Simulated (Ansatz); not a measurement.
Reaction (atomization): `C[NH][Ga]([F])[Cl]` → C• + Cl• + F• + Ga• + 4 H• + N•

Gas-phase electronic energies from Ansatz, PBE0-D4/def2-TZVP geometries. CCSD(T)/CBS is the MP2 limit (def2-TZVPP, def2-QZVPP) plus CCSD(T) − MP2 in def2-TZVPP, frozen cores. This one scheme is used for every species, atoms too. For atomizations the MP2-based limit and the directly extrapolated one differ by several kJ/mol either way, and by 10 to 25 for some Ge, Se and Sn compounds, so smaller differences from it don't rank the levels. DFT in def2-TZVPP. B3LYP here is the variant with VWN-RPA as its local correlation; programs differ in this. HSE06 is defined as in plane-wave codes. Open shells (•) are unrestricted, without spin–orbit coupling. Spin–orbit coupling would lower the free atoms: a little for C, Cl, F; clearly for Ga. For Ga outer-core shells are correlated without core-valence functions, so the limit isn't a true one: a few kJ/mol of doubt a bond, and 10 to 20 or more in all where bonds break to atoms. Scalar relativity is left out up to krypton. Each species was taken in one conformer, which may not be the lowest.

`C[NH][Ga]([F])[Cl]`:

Cartesian coordinates in Å:
```
C -1.036 0.002 -0.852
N -0.033 -0.595 0.004
Ga 1.193 0.285 0.966
F 1.209 2.028 0.887
Cl 2.639 -0.645 2.203
H -2.052 -0.247 -0.525
H -0.926 -0.318 -1.894
H -0.943 1.089 -0.831
H -0.052 -1.600 0.041
```

```
         level  ΔE (eV)  difference from CCSD(T)/CBS
        PBE-D4    33.08                         0.51
       ωB97X-V    32.63                         0.06
       ωB97M-V    32.47                        -0.10
          BLYP    31.82                        -0.75
         B3LYP    31.92                        -0.65
       r2SCAN0    31.83                        -0.74
         HSE06    32.28                        -0.29
     CAM-B3LYP    32.36                        -0.21
  MP2/def2-SVP    31.35                        -1.22
MP2/def2-QZVPP    33.08                         0.51
   CCSD(T)/CBS    32.57                            0
```

Largest T1 diagnostic among the species: 0.013.

The D4 term adds +0.31 eV with B3LYP and +0.16 eV with PBE0; it sums over pairs of atoms, weighted by their polarisabilities, and B3LYP, whose exchange is more repulsive, gets the larger term. Leaving LDA and LC-ωPBE aside and taking each functional with its dispersion term where it has one, the values, not all of them listed here, spread over 1.85 eV, from BHLYP-D4 to PBE-D4. LDA lies +4.54 eV from PBE without D4, its usual overbinding.
